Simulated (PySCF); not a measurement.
C$_{2}$H$_{9}$AlOSi, charge -1, doublet, at a GFN2-xTB geometry (such geometries of metal compounds can be far from the true shape) (a state made from the parent by changing its charge; the spin is typed, not shown lowest); HF/3-21G run with PySCF.

PySCF was given this input:
```python
from pyscf import gto, scf

mol = gto.Mole()
mol.atom = '''
    Al   -0.34881118    1.10957421    0.02588643
    C     1.57507863    1.93532482    0.01894674
    H     2.31333395    1.44510279    0.66935395
    H     1.54088226    2.98474538    0.34283830
    H     2.02336401    1.94741159   -0.98453090
    C    -0.91295206    1.10326809    2.04201371
    H    -1.89113415    0.62875202    2.20329754
    H    -1.01592447    2.13232368    2.41326227
    H    -0.22115536    0.60292991    2.73447405
    O    -0.22542362   -0.59625247   -0.52258112
    Si   -0.03155260   -2.12172623   -0.90871916
    H    -0.90794084   -3.00433504   -0.11069328
    H     1.35467161   -2.59695235   -0.73488805
    H    -0.38918583   -2.32181328   -2.33268279
'''
mol.basis = '3-21g'
mol.charge = -1
mol.spin = 1
mol.verbose = 4
mol.build()

mf = scf.UHF(mol)
mf.kernel()
```

It wrote (shortened):

```
PySCF version 2.14.0

[INPUT] verbose = 4
[INPUT] num. atoms = 14
[INPUT] num. electrons = 57
[INPUT] charge = -1
[INPUT] spin (= nelec alpha-beta = 2S) = 1
[INPUT] symmetry False subgroup None
[INPUT] Mole.unit = angstrom
[INPUT] Symbol           X                Y                Z      unit          X                Y                Z       unit  Magmom
[INPUT]  1 Al    -0.348811180000   1.109574210000   0.025886430000 AA   -0.659157599386   2.096791371781   0.048918263043 Bohr   0.0
[INPUT]  2 C      1.575078630000   1.935324820000   0.018946740000 AA    2.976467235355   3.657233871873   0.035804149553 Bohr   0.0
[INPUT]  3 H      2.313333950000   1.445102790000   0.669353950000 AA    4.371567600158   2.730848494945   1.264895645896 Bohr   0.0
[INPUT]  4 H      1.540882260000   2.984745380000   0.342838300000 AA    2.911845461601   5.640351319761   0.647870492011 Bohr   0.0
[INPUT]  5 H      2.023364010000   1.947411590000  -0.984530900000 AA    3.823603829202   3.680074556904  -1.860493762172 Bohr   0.0
[INPUT]  6 C     -0.912952060000   1.103268090000   2.042013710000 AA   -1.725229358257   2.084874532072   3.858846654507 Bohr   0.0
[INPUT]  7 H     -1.891134150000   0.628752020000   2.203297540000 AA   -3.573725608312   1.188169118067   4.163628921528 Bohr   0.0
[INPUT]  8 H     -1.015924470000   2.132323680000   2.413262270000 AA   -1.919819011544   4.029507764125   4.560404757046 Bohr   0.0
[INPUT]  9 H     -0.221155360000   0.602929910000   2.734474050000 AA   -0.417923061380   1.139372402209   5.167407049230 Bohr   0.0
[INPUT] 10 O     -0.225423620000  -0.596252470000  -0.522581120000 AA   -0.425988903808  -1.126753869395  -0.987535194668 Bohr   0.0
[INPUT] 11 Si    -0.031552600000  -2.121726230000  -0.908719160000 AA   -0.059625772518  -4.009481486006  -1.717230336545 Bohr   0.0
[INPUT] 12 H     -0.907940840000  -3.004335040000  -0.110693280000 AA   -1.715759524908  -5.677370412034  -0.209179983030 Bohr   0.0
[INPUT] 13 H      1.354671610000  -2.596952350000  -0.734888050000 AA    2.559958331624  -4.907528700046  -1.388737146716 Bohr   0.0
[INPUT] 14 H     -0.389185830000  -2.321813280000  -2.332682790000 AA   -0.735454630262  -4.387591211578  -4.408131608586 Bohr   0.0

nuclear repulsion = 265.701429936109
number of shells = 47
number of NR pGTOs = 126
number of NR cGTOs = 71
basis = 3-21g
ecp = {}

******** <class 'pyscf.scf.uhf.UHF'> ********
method = UHF
initial guess = minao
damping factor = 0
level_shift factor = 0
DIIS = <class 'pyscf.scf.diis.CDIIS'>
diis_start_cycle = 1
diis_space = 8
diis_damp = 0
SCF conv_tol = 1e-09
SCF conv_tol_grad = None
SCF max_cycles = 50
direct_scf = True
direct_scf_tol = 1e-13
number electrons alpha = 29  beta = 28
Set gradient conv threshold to 3.16228e-05
init E= -682.505034451791

cycle= 1 E= -682.933740609343  delta_E= -0.429  |g|= 0.483  |ddm|= 2.28
cycle= 2 E= -683.017126391457  delta_E= -0.0834  |g|= 0.334  |ddm|= 0.863
cycle= 3 E= -683.06075824251  delta_E= -0.0436  |g|= 0.0456  |ddm|= 0.329
cycle= 4 E= -683.063426314226  delta_E= -0.00267  |g|= 0.0124  |ddm|= 0.14
cycle= 5 E= -683.063704412626  delta_E= -0.000278  |g|= 0.0056  |ddm|= 0.0419
cycle= 6 E= -683.063780756002  delta_E= -7.63e-05  |g|= 0.00278  |ddm|= 0.022
cycle= 7 E= -683.063803153988  delta_E= -2.24e-05  |g|= 0.000974  |ddm|= 0.0138
cycle= 8 E= -683.063805619917  delta_E= -2.47e-06  |g|= 0.000288  |ddm|= 0.00433
cycle= 9 E= -683.063805810569  delta_E= -1.91e-07  |g|= 0.000124  |ddm|= 0.000992
cycle= 10 E= -683.063805850965  delta_E= -4.04e-08  |g|= 4.76e-05  |ddm|= 0.000564
cycle= 11 E= -683.063805856839  delta_E= -5.87e-09  |g|= 1.57e-05  |ddm|= 0.000239
cycle= 12 E= -683.063805857318  delta_E= -4.79e-10  |g|= 5.1e-06  |ddm|= 6.03e-05
Extra cycle  E= -683.06380585736  delta_E= -4.25e-11  |g|= 3.07e-06  |ddm|= 1.63e-05
converged SCF energy = -683.06380585736  <S^2> = 0.75112477  2S+1 = 2.0011245
```
